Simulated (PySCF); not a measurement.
How methods differ on the excitation energy of Ga

Ga [Ar] 3d10 4s2 4p1 (2P) → Ga [Ar] 3d10 4s1 4p2 (4P), as a difference of total energies. All numbers are calculated (PySCF 2.14, scalar relativity by spin-free X2C-1e, in aug-cc-pVDZ-DK (6s5p3d, 36 functions)). Correlated levels: valence: [Ar] 3d10 frozen. The calculations carry no spin-orbit coupling.

| method | excitation energy (cm⁻¹) |
| --- | --- |
| UHF | 27021 |
| SCS-MP2 (valence) | 33760 |
| CCSD (valence) | 34245 |
| CCSD(T) (valence) | 34360 |
| FCI (valence) | 34413 |

Estimate what MP2 (valence) gives.

31919 cm⁻¹, closest to SCS-MP2 (valence) among the rows shown.

Estimate what CCSDT (valence) gives.

34413 cm⁻¹, closest to FCI (valence) among the rows shown.
